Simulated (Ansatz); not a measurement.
Cost and result up the ladder for SnH3(NHMe) (CH7NSn) (10 atoms). The state is a singlet with charge 0. Geometry: B3LYP-D4/def2-SVP.

```xyz
10

Sn   -1.502   -0.276    0.350
H    -2.130   -1.747    0.976
H    -1.726    1.038    1.434
H    -2.245    0.097   -1.170
N     0.532   -0.552    0.219
C     1.385    0.497   -0.315
H     0.777   -1.465   -0.161
H     1.291    0.684   -1.407
H     1.170    1.454    0.191
H     2.448    0.271   -0.116
```

Ansatz on 4 threads of Arm Neoverse N1 on a shared host. Times are rough, and most runs start from the orbitals of an earlier one. ωB97M-V/def2-TZVP serves as the yardstick here, not as an exact answer. Differences are given only for rows in sets of like size (and for xTB, whose basis is part of the method), since another set adds its own error. Binding counts from free atoms at the same level (Sn triplet, H doublet, N quartet, C triplet; other spins of the atoms weren't run), without zero-point energy or a counterpoise term.

In the def2 sets Sn takes a core potential, while STO-3G treats all electrons; there is no spin–orbit coupling. LC-ωPBE has ω = 0.4 bohr⁻¹. Correlated methods freeze 6 core orbitals; core or outer-core shells of Sn are correlated, in sets that lack core-valence functions.

Correlated methods converge slowly with the basis.

| level | functions | wall time | binding energy per atom (eV) | difference from ωB97M-V/def2-TZVP (eV) |
| --- | --- | --- | --- | --- |
| HF/STO-3G | 44 | 0.35 s | 3.06 | – |
| PBE-D4/def2-SVP | 89 | 0.95 s | 3.16 | – |
| PBE0-D4/def2-SVP | 89 | 1.1 s | 3.12 | – |
| MP2/def2-TZVP | 154 | 1.9 s | 2.98 | -0.16 |
| PBE-D4/def2-TZVP (with forces) | 154 | 2 s | 3.17 | 0.02 |
| LC-ωPBE/def2-TZVP | 154 | 2.3 s | 3.12 | -0.03 |
| BHLYP-D4/def2-TZVP | 154 | 2.3 s | 3.07 | -0.08 |
| PBE-D4/def2-TZVPD | 193 | 2.4 s | 3.17 | 0.03 |
| PBE0-D4/def2-TZVPD | 193 | 3.2 s | 3.12 | -0.02 |
| r2SCAN-D4/def2-TZVP | 154 | 3.4 s | 3.12 | -0.02 |
| r2SCAN-D4/def2-TZVPD | 193 | 5 s | 3.12 | -0.02 |
| ωB97X-V/def2-TZVP | 154 | 7 s | 3.16 | 0.02 |
| ωB97M-V/def2-TZVP | 154 | 7.5 s | 3.14 | 0.00 |
| CCSD(T)/def2-TZVPP | 210 | 2 min | 3.08 | -0.07 |
